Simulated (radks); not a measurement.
A nucleus of charge 12.7 with 11 electrons, 11 electrons, occupied as [Ne] 3s1. All-electron calculation, non-relativistic Kohn-Sham, PBE, spin-unpolarised, spherical densities, point nucleus. Program: a radial shooting solver on a logarithmic mesh with Libxc functionals. Some entries of the table are withheld. Estimate them.

orbital,occ.,eigenvalue (Ry),r(max) (bohr)
1s,2,-106.3655,0.08059
2s,2,-8.49822,0.5119
2p,6,(1),0.4425
3s,1,-1.44350,(2)

Answer. 
(1) 2p eigenvalue (Ry): -5.81721
(2) 3s r(max) (bohr): 2.025
